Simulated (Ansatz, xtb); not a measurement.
ClFH2NOSi: which of two isomers lies lower

Structure X is `[NH][Si@](O)(F)Cl`, a doublet and structure Y is `N[Si@]([O])(F)Cl`, a doublet. Both are isolated molecules in the gas phase, relaxed with PBE-D3(BJ)/def2-SVP; the shapes shown needn't be the lowest conformers.

X (Å):

```xyz
7

Cl    0.1607   -1.6987   -0.8520
F    -1.6190    0.2668   -2.2171
N    -1.4557    0.8295    0.4174
O     0.7238    1.2057   -1.2286
Si   -0.5799    0.2168   -0.9662
H    -1.5224    0.1663    1.2122
H     0.5155    2.1574   -1.1856
```

Y (Å):

```yaml
atoms:
  - { symbol: Cl, position_ang: [1.8318, 0.6116, -1.2263] }
  - { symbol: F, position_ang: [-0.7661, 1.3374, -2.4705] }
  - { symbol: N, position_ang: [-0.9909, -0.3413, -0.3454] }
  - { symbol: O, position_ang: [-0.5392, 2.1375, 0.1619] }
  - { symbol: Si, position_ang: [-0.1588, 1.0652, -0.9892] }
  - { symbol: H, position_ang: [-0.6192, -0.8094, 0.4883] }
  - { symbol: H, position_ang: [-2.0170, -0.3657, -0.3636] }
```

Task: Estimate which is lower in electronic energy at CCSD(T)/def2-SVP + ΔMP2/def2-TZVPP, and by roughly how much.

Result: The CCSD(T)/def2-SVP + ΔMP2/def2-TZVPP calculation puts structure X lower, by 34.1 kJ/mol.

Level by level:

| level | geometry | E(Y) − E(X) (kJ/mol) | departure from the last row (kJ/mol) | job, with rough time for the two |
| --- | --- | --- | --- | --- |
| PBE-D3(BJ)/def2-SVP | PBE-D3(BJ)/def2-SVP | −12.0 | −46.1 | optimisation, 2.8 min |
| HF/def2-SVP | PBE-D3(BJ)/def2-SVP | +31.9 | −2.2 | part of the CCSD(T) run |
| MP2/def2-SVP | PBE-D3(BJ)/def2-SVP | +50.3 | +16.2 | part of the CCSD(T) run |
| CCSD(T)/def2-SVP | PBE-D3(BJ)/def2-SVP | +29.3 | −4.8 | single point |
| CCSD(T)/def2-SVP + ΔMP2/def2-TZVPP | PBE-D3(BJ)/def2-SVP | +34.1 |  | single point, 2 min |

As drawn, Y has 1 N–H in place of 1 O–H.

PBE-D3(BJ)/def2-SVP puts the two in the other order. The largest departure from CCSD(T)/def2-SVP + ΔMP2/def2-TZVPP is that of PBE-D3(BJ)/def2-SVP, 46.1 kJ/mol. Levels run at GFN2-xTB geometries aren't shown. The last row adds to CCSD(T) the change of the MP2 difference between the two basis sets, here +4.8 kJ/mol.

With harmonic frequencies from PBE-D3(BJ)/def2-SVP (ideal gas, rigid rotor, one conformer each, 298.15 K, 1 atm): on the last row, ΔE + ΔZPE = +39.0, ΔH = +38.1, ΔG = +39.9 kJ/mol.

Open shells are spin-unrestricted. The correlated steps freeze 13 core orbitals. Run with Ansatz 0.2.0; the last row on 2 threads of Arm Neoverse N1 on a shared host.
